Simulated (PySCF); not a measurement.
Pm⁴⁰⁺: ionisation energy

Pm⁴⁰⁺ [Ar] 3d3 (4F) → Pm⁴¹⁺ [Ar] 3d2 (3F), as a difference of total energies. Computed with PySCF 2.14 in an uncontracted even-tempered set (18 s from 7.3 bohr⁻², ratio 2.5; 12 p from 9.5 bohr⁻², ratio 2.5; 7 d from 9.5 bohr⁻², ratio 2.5; 4 f from 35 bohr⁻², ratio 2.7; 3 g from 53 bohr⁻², ratio 2.7), with scalar relativity by spin-free X2C-1e. Correlated levels: outer shells: [Ne] frozen; virtual orbitals above 40 to 60 times the deepest correlated orbital energy dropped. The calculations carry no spin-orbit coupling.

```tsv
method	ionisation energy (eV)
UHF	2989.5
LDA	2988.9
PBE	2988.9
PBE0	2989.5
r2SCAN	2990.8
MN15	2987.2
TPSS	2987.4
MP2 (outer shells)	2989.6
SCS-MP2 (outer shells)	2989.3
```

Spin-orbit coupling is strong in these open shells (close to jj coupling). The scalar numbers leave it out and a first-order estimate fails, so it can dominate the gap to the real levels.

Breit and QED terms and the two-electron picture change are absent.

For comparison: 2997 ± 4 eV (theoretical estimate listed by NIST; NIST Atomic Spectra Database, ionization energies).
